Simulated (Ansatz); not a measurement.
Born–Oppenheimer molecular dynamics of FH₄InO₂ (8 atoms, charge 0, multiplicity 1). It starts at the highest image of a converged band, a first-order saddle point between two minima.

The calculation used Ansatz, RKS LDA/def2-SVP.

```
ensemble                      : NVE (velocity Verlet)
time step                     : 0.5 fs
steps asked                   : 200
starting velocities drawn for : 300 K
seed                          : 6645
```

First frame:

```xyz
8
Properties=species:S:1:pos:R:3
In -0.344 -0.101 -0.240
H 1.513 -0.677 0.387
O -0.328 0.505 -2.114
O -1.797 -1.062 0.679
H 1.378 0.194 0.839
F 0.686 1.217 1.088
H 0.485 1.024 -2.274
H -1.593 -1.100 1.635
```

**Question.** How far do the bonds stretch over the last three quarters of this one trajectory? (Pairs bonded in most of those frames.)

**Answer.** 
```tsv
bond	mean (Å)	spread (Å)	shortest	longest
In1–H2	1.794	0.062	1.70	1.98
In1–O3	1.987	0.006	1.97	2.00
In1–O4	2.001	0.033	1.94	2.05
O3–H7	0.979	0.007	0.97	0.99
O4–H8	0.981	0.022	0.95	1.01
H5–F6	0.974	0.043	0.91	1.08
```

Mean temperature of the second half: 396 K. The conserved energy stayed within 0.19 meV per atom of its start (net change 0.14 meV per atom), so the integration is sound. The system heated up, since it started high on the potential surface and ran downhill. A run of 0.1 ps of so small a system gives no equilibrium averages. The orbitals stay closed-shell, which can raise the energy where a bond breaks towards radicals; this wasn't checked here.

The run took 100 s on 2 threads of INTEL(R) XEON(R) PLATINUM 8581C CPU @ 2.10GHz (Emerald Rapids) (shared host), peak memory 0.14 GiB.
